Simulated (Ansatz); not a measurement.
`[SiH3][CH2][InH2]` and `[AlH2][CH2][SiH3]` differ in one element.

Ansatz, PBE0-D4/def2-TZVP geometries, multiplicity 1. 

Elements past krypton have def2 core potentials.

```json
{"property": "LUMO energy (PBE0/def2-TZVPP) / eV", "`[SiH3][CH2][InH2]`": "-1.74"}
{"property": "HOMO–LUMO gap (ωB97M-V/def2-TZVPP) / eV", "`[SiH3][CH2][InH2]`": "9.43"}
{"property": "HOMO–LUMO gap (B3LYP/def2-TZVPP) / eV", "`[SiH3][CH2][InH2]`": "5.36"}
{"property": "HOMO energy (B3LYP/def2-TZVPP) / eV", "`[SiH3][CH2][InH2]`": "-7.38"}
{"property": "LUMO energy (ωB97M-V/def2-TZVPP) / eV", "`[SiH3][CH2][InH2]`": "-0.28"}
{"property": "HOMO–LUMO gap (PBE/def2-TZVPP) / eV", "`[SiH3][CH2][InH2]`": "4.00"}
```

(1) What does the change do to each property? (An estimate is asked.)

Answers

(1) Ansatz gave: 
```json
{"property": "LUMO energy (PBE0/def2-TZVPP) / eV", "`[AlH2][CH2][SiH3]`": "-1.49", "shift": "0.25"}
{"property": "HOMO–LUMO gap (ωB97M-V/def2-TZVPP) / eV", "`[AlH2][CH2][SiH3]`": "10.36", "shift": "0.93"}
{"property": "HOMO–LUMO gap (B3LYP/def2-TZVPP) / eV", "`[AlH2][CH2][SiH3]`": "6.17", "shift": "0.81"}
{"property": "HOMO energy (B3LYP/def2-TZVPP) / eV", "`[AlH2][CH2][SiH3]`": "-7.87", "shift": "-0.49"}
{"property": "LUMO energy (ωB97M-V/def2-TZVPP) / eV", "`[AlH2][CH2][SiH3]`": "0.10", "shift": "0.38"}
{"property": "HOMO–LUMO gap (PBE/def2-TZVPP) / eV", "`[AlH2][CH2][SiH3]`": "4.61", "shift": "0.61"}
```

With PBE0 the HOMO falls by 0.49 eV and the LUMO rises by 0.25 eV, so the gap widens by about 0.74 eV. PBE moves the HOMO by -0.38 eV and ωB97M-V by -0.54 eV.

B3LYP here is the variant with VWN-RPA as its local correlation; programs differ in this.
